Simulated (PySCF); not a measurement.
**A small calculation by hand: chemical shift, span and skew from a shielding tensor**

C3H8BN, SMILES C=CB(N)C. Atoms are numbered in the order given.

```xyz
13

B      0.2175     0.2207     0.3658
C      1.3625    -0.0941     1.4136
H      1.3601    -1.1642     1.6862
H      1.3027     0.4952     2.3433
H      2.3507     0.0966     0.9570
C      0.1513    -0.5731    -0.9933
C     -0.9772    -0.8637    -1.6589
H      1.0885    -0.9709    -1.4083
H     -0.9870    -1.4520    -2.5834
H     -1.9595    -0.5381    -1.2943
N     -0.7456     1.2032     0.6330
H     -0.7814     1.7225     1.5021
H     -1.4626     1.4703    -0.0315
```

Coordinates come from a B3LYP-D3(BJ)/def2-SVP optimisation. This is a generated structure with no PubChem entry under its InChIKey; it may be hypothetical. One conformer was computed; it need not be the lowest.

GIAO shieldings from PBE/pcSseg-1 run with PySCF, non-relativistic, no solvent. The symmetric part of the tensor of N11 has the principal values 76.6, 186.0, 207.4 ppm. The same nucleus in NH3 has σ = 267.0 ppm at this level (PySCF, at its B3LYP-D3(BJ)/def2-TZVP geometry).

Task: Work out the isotropic shielding, the ¹⁵N shift against NH3, the span and the skew.

Result: 
σ(iso) = (σ11 + σ22 + σ33)/3 = 156.7 ppm. δ = σ(ref) − σ(iso) = 267.0 − (156.7) = 110.3 ppm.
Span Ω = σ33 − σ11 = 130.8 ppm. Skew κ = 3(σ(iso) − σ22)/Ω = -0.67. Tumbling in solution averages the tensor to δ; in a static solid the shielding alone would spread this spin-1/2 line over Ω.
